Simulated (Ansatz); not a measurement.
Consider the substitution at a C–N bond: `N=C(O)[NH][AlH2]` + CH₃OH → `COC(=N)O` + `[NH2][AlH2]`.

Gas-phase electronic energies from Ansatz, PBE0-D4/def2-TZVP geometries. CBS: MP2 limit from def2 TZ/QZ plus the TZ coupled-cluster correction, frozen cores. This one scheme is used for every species. Functionals use def2-TZVPP. B3LYP here is the variant with VWN-RPA as its local correlation; programs differ in this. Each species was taken in one conformer, which may not be the lowest.

`N=C(O)[NH][AlH2]`:

Z-matrix (Å, degrees):
```
C
O 1 1.349
N 1 1.377 2 111.0
N 1 1.268 2 119.3 3 180.0
H 2 0.965 1 105.4 3 180.0
Al 3 1.793 1 129.0 2 179.9
H 3 1.011 1 111.1 2 -0.0
H 4 1.014 1 112.5 2 180.0
H 6 1.578 3 118.4 1 0.0
H 6 1.577 3 115.3 1 -180.0
```

CH₃OH:

Cartesian coordinates in Å:
```
C 0.189 0.038 -0.299
O -0.900 -0.351 0.506
H -0.043 -0.268 -1.320
H 1.125 -0.451 -0.002
H 0.344 1.124 -0.297
H -0.716 -0.093 1.412
```

`COC(=N)O`:

Z-matrix (Å, degrees):
```
C
O 1 1.412
H 1 1.094 2 111.2
H 1 1.088 2 106.1 3 -118.8
H 1 1.094 2 111.1 3 122.4
C 2 1.335 1 116.4 3 -61.2
O 6 1.335 2 107.8 1 180.0
N 6 1.264 2 130.6 1 -0.0
H 7 0.965 6 105.5 2 180.0
H 8 1.012 6 113.4 2 -0.0
```

`[NH2][AlH2]`:

Z-matrix (Å, degrees):
```
N
Al 1 1.766
H 1 1.007 2 124.9
H 1 1.007 2 124.9 3 180.0
H 2 1.583 1 117.9 3 -180.0
H 2 1.583 1 117.9 3 0.0
```

| level | ΔE (eV) |
| --- | --- |
| B3LYP-D4 | 0.04 |
| ωB97M-V | 0.01 |
| r2SCAN | -0.01 |
| B3LYP | 0.01 |
| HF/def2-TZVPP | 0.02 |
| HF/def2-QZVPP | 0.03 |
| SCS-MP2/def2-QZVPP | 0.04 |
| CCSD/CBS(def2) | 0.05 |

(1) What does CCSD(T)/CBS give? (An estimate is asked.)

Largest T1 diagnostic among the species: 0.014.

Results:

(1) Ansatz gave: +0.05 eV. The listed levels differ from it by -0.01, -0.04, -0.06, -0.04, -0.03, -0.02, -0.01, 0.00 eV.
